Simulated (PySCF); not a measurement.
PySCF job for YF2, SMILES [F][Y][F] (connectivity only; charge and spin as stated), neutral, multiplicity 2, TDA-PBE/def2-TZVPD. Geometry optimised at PBE0-D3(BJ)/def2-TZVP. The multiplicity is an assumed one; other spin states were not compared. The isomer is the one that the SMILES or the coordinates give; other isomers of the formula were not compared. The def2 effective core potentials stand for the cores of Y; spin–orbit coupling is left out.

```python
import numpy as np
from pyscf import gto, scf, dft, tdscf

mol = gto.M(
    atom='''
    Y     0.00000000    0.00000000    0.33184860
    F     0.00000000   -1.66055687   -0.71900529
    F     0.00000000    1.66055687   -0.71900529
    ''',
    basis='def2-TZVPD',
    ecp={'Y': 'def2-tzvp'},
    charge=0,
    spin=1,
    max_memory=1600,
    verbose=4,
)
mf = dft.UKS(mol, xc='pbe').density_fit(auxbasis='def2-universal-jkfit')
mf.grids.level = 3
mf.conv_tol = 1e-9
mf.max_cycle = 100
mf.kernel()
fine, coarse = mf.grids, dft.Grids(mol).set(level=1).build(with_non0tab=True)
for _ in range(3):  # follow internal instabilities
    mf.grids = coarse
    mo, _, stable, _ = mf.stability(return_status=True, nroots=4)
    mf.grids = fine
    if stable:
        break
    mf.kernel(mf.make_rdm1(mo, mf.mo_occ))
mf.grids = dft.Grids(mol).set(level=1).build(with_non0tab=True)  # coarser grid for the response kernel
td = tdscf.TDA(mf)
td.nstates = 10
td.conv_tol = 1e-4
td.positive_eig_threshold = 1e-6
td.kernel(x0=td.get_init_guess(mf, 15))
td.analyze(verbose=3)
```

Program output:

```
PySCF version 2.14.0

[INPUT] verbose = 4
[INPUT] num. atoms = 3
[INPUT] num. electrons = 29
[INPUT] charge = 0
[INPUT] spin (= nelec alpha-beta = 2S) = 1
[INPUT] symmetry False subgroup None
[INPUT] Mole.unit = angstrom
[INPUT] Symbol           X                Y                Z      unit          X                Y                Z       unit  Magmom
[INPUT]  1 Y      0.000000000000   0.000000000000   0.331848600000 AA    0.000000000000   0.000000000000   0.627102968820 Bohr   0.0
[INPUT]  2 F      0.000000000000  -1.660556870000  -0.719005290000 AA    0.000000000000  -3.137997698565  -1.358723080213 Bohr   0.0
[INPUT]  3 F      0.000000000000   1.660556870000  -0.719005290000 AA    0.000000000000   3.137997698565  -1.358723080213 Bohr   0.0

nuclear repulsion = 66.2244159571451
number of shells = 42
number of NR pGTOs = 170
number of NR cGTOs = 120
basis = def2-TZVPD
ecp = {'Y': 'def2-tzvp'}


******** <class 'pyscf.df.df_jk.DFUKS'> ********
method = DFUKS
initial guess = minao
damping factor = 0
level_shift factor = 0
DIIS = <class 'pyscf.scf.diis.CDIIS'>
diis_start_cycle = 1
diis_space = 8
diis_damp = 0
SCF conv_tol = 1e-09
SCF conv_tol_grad = None
SCF max_cycles = 100
direct_scf = False
number electrons alpha = 15  beta = 14
XC library pyscf.dft.libxc version 7.1.2
    S. Lehtola, C. Steigemann, M. J. T. Oliveira, and M. A. L. Marques,  SoftwareX 7, 1–5 (2018)
XC functionals = pbe
    J. P. Perdew, K. Burke, and M. Ernzerhof,  Phys. Rev. Lett. 77, 3865 (1996)
    J. P. Perdew, K. Burke, and M. Ernzerhof,  Phys. Rev. Lett. 78, 1396 (1997)
    J. P. Perdew, K. Burke, and M. Ernzerhof,  Phys. Rev. Lett. 77, 3865 (1996)
    J. P. Perdew, K. Burke, and M. Ernzerhof,  Phys. Rev. Lett. 78, 1396 (1997)
radial grids:
    Treutler-Ahlrichs [JCP 102, 346 (1995); DOI:10.1063/1.469408] (M4) radial grids

becke partition: Becke, JCP 88, 2547 (1988); DOI:10.1063/1.454033
pruning grids: <function nwchem_prune>
grids dens level: 3
symmetrized grids: False
atomic radii adjust function: <function treutler_atomic_radii_adjust>
small_rho_cutoff = 0
Set gradient conv threshold to 3.16228e-05
tot grids = 50400
init E= -233.156206837695
  alpha nocc = 15  HOMO = -0.512170361041635  LUMO = -0.5094064153846
  beta  nocc = 14  HOMO = -0.694304069971191  LUMO = -0.512170361041633

WARN: HOMO -0.512170361041635 >= LUMO -0.512170361041633

cycle= 1 E= -237.590561630419  delta_E= -4.43  |g|= 0.869  |ddm|= 3.19
  alpha nocc = 15  HOMO = -0.0303900016686774  LUMO = 0.0335839076817722
  beta  nocc = 14  HOMO = -0.177021154463384  LUMO = -0.0131213827930606
  HOMO = -0.0303900016687  LUMO = -0.0131213827931  gap/eV = 0.46990
cycle= 2 E= -237.718924634153  delta_E= -0.128  |g|= 0.817  |ddm|= 2.11
  alpha nocc = 15  HOMO = -0.129981388663741  LUMO = -0.0551117090905195
  beta  nocc = 14  HOMO = -0.320401701019359  LUMO = -0.107604383085243
  HOMO = -0.129981388664  LUMO = -0.107604383085  gap/eV = 0.60891
cycle= 3 E= -238.060557998901  delta_E= -0.342  |g|= 0.08  |ddm|= 1.39
  alpha nocc = 15  HOMO = -0.152320263370703  LUMO = -0.0742033136889717
  beta  nocc = 14  HOMO = -0.313882951133683  LUMO = -0.114634185985529
  HOMO = -0.152320263371  LUMO = -0.114634185986  gap/eV = 1.02549
cycle= 4 E= -238.06050745724  delta_E= 5.05e-05  |g|= 0.104  |ddm|= 0.226
  alpha nocc = 15  HOMO = -0.149985513684862  LUMO = -0.0705654374651412
  beta  nocc = 14  HOMO = -0.328138800058232  LUMO = -0.110616920710457
  HOMO = -0.149985513685  LUMO = -0.11061692071  gap/eV = 1.07127
cycle= 5 E= -238.064093770814  delta_E= -0.00359  |g|= 0.0354  |ddm|= 0.0665
  alpha nocc = 15  HOMO = -0.150494183557469  LUMO = -0.0711087369509558
  beta  nocc = 14  HOMO = -0.325564915571609  LUMO = -0.109935190525188
  HOMO = -0.150494183557  LUMO = -0.109935190525  gap/eV = 1.10367
cycle= 6 E= -238.064491388301  delta_E= -0.000398  |g|= 0.00511  |ddm|= 0.0248
  alpha nocc = 15  HOMO = -0.150754694434134  LUMO = -0.0709178825859225
  beta  nocc = 14  HOMO = -0.325398782826645  LUMO = -0.109716097974265
  HOMO = -0.150754694434  LUMO = -0.109716097974  gap/eV = 1.11672
cycle= 7 E= -238.064504106578  delta_E= -1.27e-05  |g|= 0.000904  |ddm|= 0.00787
  alpha nocc = 15  HOMO = -0.150697611786123  LUMO = -0.070808375342151
  beta  nocc = 14  HOMO = -0.325306984845861  LUMO = -0.109516750429267
  HOMO = -0.150697611786  LUMO = -0.109516750429  gap/eV = 1.12059
cycle= 8 E= -238.064504685611  delta_E= -5.79e-07  |g|= 0.000233  |ddm|= 0.00363
  alpha nocc = 15  HOMO = -0.150669368609331  LUMO = -0.0707437561384176
  beta  nocc = 14  HOMO = -0.325240628330114  LUMO = -0.109470260704463
  HOMO = -0.150669368609  LUMO = -0.109470260704  gap/eV = 1.12108
cycle= 9 E= -238.064504725322  delta_E= -3.97e-08  |g|= 2.4e-05  |ddm|= 0.000909
  alpha nocc = 15  HOMO = -0.150673758558752  LUMO = -0.0707492412977226
  beta  nocc = 14  HOMO = -0.325245689344558  LUMO = -0.109477796519071
  HOMO = -0.150673758559  LUMO = -0.109477796519  gap/eV = 1.12100
cycle= 10 E= -238.064504725831  delta_E= -5.09e-10  |g|= 4.92e-06  |ddm|= 7.23e-05
  alpha nocc = 15  HOMO = -0.150673023955852  LUMO = -0.070748206745825
  beta  nocc = 14  HOMO = -0.325246270974849  LUMO = -0.109477430896326
  HOMO = -0.150673023956  LUMO = -0.109477430896  gap/eV = 1.12099
Extra cycle  E= -238.06450472582  delta_E= 1.07e-11  |g|= 8.99e-06  |ddm|= 1.62e-05
converged SCF energy = -238.06450472582  <S^2> = 0.75057091  2S+1 = 2.0005708
tot grids = 18608
uhf_internal: lowest eigs of H = [0.12230036 0.14752418 0.15410895 0.17425793]
<class 'pyscf.df.df_jk.DFUKS'> wavefunction is stable in the internal stability analysis
tot grids = 18608
Overwritten attributes  positive_eig_threshold  of <class 'pyscf.tdscf.uks.TDA'>


******** <class 'pyscf.tdscf.uks.TDA'> for <class 'pyscf.df.df_jk.DFUKS'> ********
nstates = 10
deg_eia_thresh = 1.000e-03
wfnsym = None
conv_tol = 0.0001
eigh lindep = 1e-12
eigh level_shift = 0
eigh max_cycle = 100


Excitation energies (eV)
[1.37150649 1.42953654 2.39038367 2.62580751 3.14739201 3.66307667
 4.16608569 4.55534808 5.39153888 5.86641914]

** Excitation energies and oscillator strengths **
Excited State   1:      1.37151 eV    904.00 nm  f=0.0410
Excited State   2:      1.42954 eV    867.30 nm  f=0.0478
Excited State   3:      2.39038 eV    518.68 nm  f=0.0000
Excited State   4:      2.62581 eV    472.18 nm  f=0.0960
Excited State   5:      3.14739 eV    393.93 nm  f=0.3579
Excited State   6:      3.66308 eV    338.47 nm  f=0.1568
Excited State   7:      4.16609 eV    297.60 nm  f=0.0250
Excited State   8:      4.55535 eV    272.17 nm  f=0.0619
Excited State   9:      5.39154 eV    229.96 nm  f=0.0113
Excited State  10:      5.86642 eV    211.35 nm  f=0.0020
```

The calculation finished and met its thresholds.
